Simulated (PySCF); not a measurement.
C2H8N2, triplet, at the geometry of the source list (a higher spin typed on purpose: for a closed-shell molecule this is an excited state); PBE/3-21G run with PySCF.

PySCF was given this input:
```python
from pyscf import gto, scf, dft

mol = gto.Mole()
mol.atom = '''
    N     1.819500    0.328300   -0.228500
    C     0.588700    0.066600    0.496300
    C    -0.529300   -0.287200   -0.484300
    N    -1.745000   -0.605000    0.243500
    H     2.576000    0.527300    0.415600
    H     1.706800    1.135100   -0.834500
    H     0.256200    0.916000    1.120300
    H     0.757800   -0.785600    1.157900
    H    -0.231400   -1.171200   -1.052100
    H    -0.649700    0.546800   -1.199400
    H    -2.481900   -0.877200   -0.396700
    H    -2.067500    0.206100    0.762000
'''
mol.basis = '3-21g'
mol.charge = 0
mol.spin = 2
mol.verbose = 4
mol.build()

mf = dft.UKS(mol)
mf.xc = 'pbe'
mf.init_guess = '1e'
mf.kernel()
```

Q: What does PySCF print? Leave out banner, timings and long lists.

A: 
```
PySCF version 2.14.0

[INPUT] verbose = 4
[INPUT] num. atoms = 12
[INPUT] num. electrons = 34
[INPUT] charge = 0
[INPUT] spin (= nelec alpha-beta = 2S) = 2
[INPUT] symmetry False subgroup None
[INPUT] Mole.unit = angstrom
[INPUT] Symbol           X                Y                Z      unit          X                Y                Z       unit  Magmom
[INPUT]  1 N      1.819500000000   0.328300000000  -0.228500000000 AA    3.438356683646   0.620397086695  -0.431802419463 Bohr   0.0
[INPUT]  2 C      0.588700000000   0.066600000000   0.496300000000 AA    1.112481769531   0.125855759896   0.937871075622 Bohr   0.0
[INPUT]  3 C     -0.529300000000  -0.287200000000  -0.484300000000 AA   -1.000232037732  -0.542729342975  -0.915194362127 Bohr   0.0
[INPUT]  4 N     -1.745000000000  -0.605000000000   0.243500000000 AA   -3.297572087366  -1.143284305362   0.460148311332 Bohr   0.0
[INPUT]  5 H      2.576000000000   0.527300000000   0.415600000000 AA    4.867934496880   0.996452585483   0.785370177369 Bohr   0.0
[INPUT]  6 H      1.706800000000   1.135100000000  -0.834500000000 AA    3.225384549408   2.145028123994  -1.576976450950 Bohr   0.0
[INPUT]  7 H      0.256200000000   0.916000000000   1.120300000000 AA    0.484147833114   1.730989130102   2.117060177350 Bohr   0.0
[INPUT]  8 H      0.757800000000  -0.785600000000   1.157900000000 AA    1.432034457195  -1.484568843458   2.188113879634 Bohr   0.0
[INPUT]  9 H     -0.231400000000  -1.171200000000  -1.052100000000 AA   -0.437282625224  -2.213247237091  -1.988180855655 Bohr   0.0
[INPUT] 10 H     -0.649700000000   0.546800000000  -1.199400000000 AA   -1.227755063130   1.033302244912  -2.266537513803 Bohr   0.0
[INPUT] 11 H     -2.481900000000  -0.877200000000  -0.396700000000 AA   -4.690111268558  -1.657667756468  -0.749654353615 Bohr   0.0
[INPUT] 12 H     -2.067500000000   0.206100000000   0.762000000000 AA   -3.907008762538   0.389472554273   1.439971306919 Bohr   0.0

nuclear repulsion = 132.4374960302
number of shells = 36
number of NR pGTOs = 84
number of NR cGTOs = 52
basis = 3-21g
ecp = {}

******** <class 'pyscf.dft.uks.UKS'> ********
method = UKS
initial guess = 1e
damping factor = 0
level_shift factor = 0
DIIS = <class 'pyscf.scf.diis.CDIIS'>
diis_start_cycle = 1
diis_space = 8
diis_damp = 0
SCF conv_tol = 1e-09
SCF conv_tol_grad = None
SCF max_cycles = 50
direct_scf = True
direct_scf_tol = 1e-13
number electrons alpha = 18  beta = 16
XC library pyscf.dft.libxc version 7.1.2
    S. Lehtola, C. Steigemann, M. J. T. Oliveira, and M. A. L. Marques,  SoftwareX 7, 1–5 (2018)
XC functionals = pbe
    J. P. Perdew, K. Burke, and M. Ernzerhof,  Phys. Rev. Lett. 77, 3865 (1996)
    J. P. Perdew, K. Burke, and M. Ernzerhof,  Phys. Rev. Lett. 78, 1396 (1997)
    J. P. Perdew, K. Burke, and M. Ernzerhof,  Phys. Rev. Lett. 77, 3865 (1996)
    J. P. Perdew, K. Burke, and M. Ernzerhof,  Phys. Rev. Lett. 78, 1396 (1997)
radial grids:
    Treutler-Ahlrichs [JCP 102, 346 (1995); DOI:10.1063/1.469408] (M4) radial grids

becke partition: Becke, JCP 88, 2547 (1988); DOI:10.1063/1.454033
pruning grids: <function nwchem_prune>
grids dens level: 3
symmetrized grids: False
atomic radii adjust function: <function treutler_atomic_radii_adjust>
small_rho_cutoff = 0
Set gradient conv threshold to 3.16228e-05
Initial guess from hcore.

tot grids = 134504
init E= -160.602468260229

cycle= 1 E= -166.423297449273  delta_E= -5.82  |g|=  4.5  |ddm|= 18.6
cycle= 2 E= -168.290151020615  delta_E= -1.87  |g|= 4.63  |ddm|= 18.1

cycle= 3 E= -186.755926349286  delta_E= -18.5  |g|= 2.23  |ddm|=  5.7

cycle= 4 E= -187.182931403376  delta_E= -0.427  |g|= 1.87  |ddm|=  7.6

cycle= 5 E= -188.835199811417  delta_E= -1.65  |g|= 0.477  |ddm|= 6.77

cycle= 6 E= -188.857941758995  delta_E= -0.0227  |g|= 0.361  |ddm|= 2.35

cycle= 7 E= -188.654722171191  delta_E= 0.203  |g|= 0.596  |ddm|=  5.4

cycle= 8 E= -188.851421699211  delta_E= -0.197  |g|= 0.337  |ddm|=  2.2

cycle= 9 E= -188.907656226596  delta_E= -0.0562  |g|= 0.236  |ddm|= 3.64

cycle= 10 E= -188.903411715939  delta_E= 0.00424  |g|= 0.248  |ddm|= 3.44

cycle= 11 E= -188.901376322793  delta_E= 0.00204  |g|= 0.261  |ddm|= 0.616

cycle= 12 E= -188.807097137474  delta_E= 0.0943  |g|= 0.379  |ddm|= 1.75

cycle= 13 E= -188.791441569452  delta_E= 0.0157  |g|= 0.393  |ddm|= 0.242

cycle= 14 E= -188.834190177637  delta_E= -0.0427  |g|= 0.354  |ddm|= 0.709

cycle= 15 E= -188.824814958174  delta_E= 0.00938  |g|= 0.363  |ddm|= 0.174

cycle= 16 E= -188.846235561358  delta_E= -0.0214  |g|= 0.341  |ddm|= 0.32

cycle= 17 E= -188.867735936181  delta_E= -0.0215  |g|= 0.314  |ddm|= 0.406

cycle= 18 E= -188.790235726221  delta_E= 0.0775  |g|= 0.403  |ddm|=  4.7

cycle= 19 E= -188.76809407101  delta_E= 0.0221  |g|= 0.41  |ddm|= 5.67

cycle= 20 E= -188.763997283172  delta_E= 0.0041  |g|= 0.419  |ddm|= 0.456

cycle= 21 E= -188.81530500436  delta_E= -0.0513  |g|= 0.368  |ddm|= 0.845

cycle= 22 E= -188.853138428268  delta_E= -0.0378  |g|= 0.326  |ddm|= 0.725

cycle= 23 E= -188.881385075385  delta_E= -0.0282  |g|= 0.292  |ddm|= 0.671

cycle= 24 E= -188.89279905194  delta_E= -0.0114  |g|= 0.263  |ddm|= 0.152

cycle= 25 E= -188.837595090968  delta_E= 0.0552  |g|= 0.356  |ddm|= 0.829

cycle= 26 E= -188.822193960933  delta_E= 0.0154  |g|= 0.364  |ddm|= 0.46

cycle= 27 E= -188.802351100321  delta_E= 0.0198  |g|= 0.396  |ddm|= 4.96

cycle= 28 E= -188.835595893533  delta_E= -0.0332  |g|= 0.354  |ddm|= 4.87

cycle= 29 E= -188.957340687757  delta_E= -0.122  |g|= 0.0463  |ddm|= 3.38

cycle= 30 E= -188.869475747219  delta_E= 0.0879  |g|=  0.3  |ddm|= 3.06

cycle= 31 E= -188.907029023295  delta_E= -0.0376  |g|= 0.237  |ddm|= 0.663

cycle= 32 E= -188.944419388399  delta_E= -0.0374  |g|= 0.132  |ddm|= 0.79

cycle= 33 E= -188.943851013812  delta_E= 0.000568  |g|= 0.137  |ddm|= 0.0457

cycle= 34 E= -188.925591520068  delta_E= 0.0183  |g|= 0.197  |ddm|= 0.506

cycle= 35 E= -188.953921263218  delta_E= -0.0283  |g|= 0.0829  |ddm|= 0.974

cycle= 36 E= -188.959610739938  delta_E= -0.00569  |g|= 0.0113  |ddm|= 0.309

cycle= 37 E= -188.959515288357  delta_E= 9.55e-05  |g|= 0.0206  |ddm|= 0.177

cycle= 38 E= -188.958712539235  delta_E= 0.000803  |g|= 0.0373  |ddm|= 0.281

cycle= 39 E= -188.959711314021  delta_E= -0.000999  |g|= 0.00878  |ddm|= 0.11

cycle= 40 E= -188.959772885783  delta_E= -6.16e-05  |g|= 0.00304  |ddm|= 0.0614

cycle= 41 E= -188.959778222953  delta_E= -5.34e-06  |g|= 0.000914  |ddm|= 0.0217

cycle= 42 E= -188.959778757566  delta_E= -5.35e-07  |g|= 0.000449  |ddm|= 0.00286

cycle= 43 E= -188.95977892767  delta_E= -1.7e-07  |g|= 5.27e-05  |ddm|= 0.00197

cycle= 44 E= -188.959778930278  delta_E= -2.61e-09  |g|= 2.08e-06  |ddm|= 0.000257

cycle= 45 E= -188.959778930258  delta_E= 2.01e-11  |g|= 5.49e-06  |ddm|= 3.97e-05

Extra cycle  E= -188.959778877484  delta_E= 5.28e-08  |g|= 0.000264  |ddm|= 0.00116
SCF not converged.
SCF energy = -188.959778877484 after 50 cycles  <S^2> = 2.0014964  2S+1 = 3.0009974
```

Convergence was not reached.
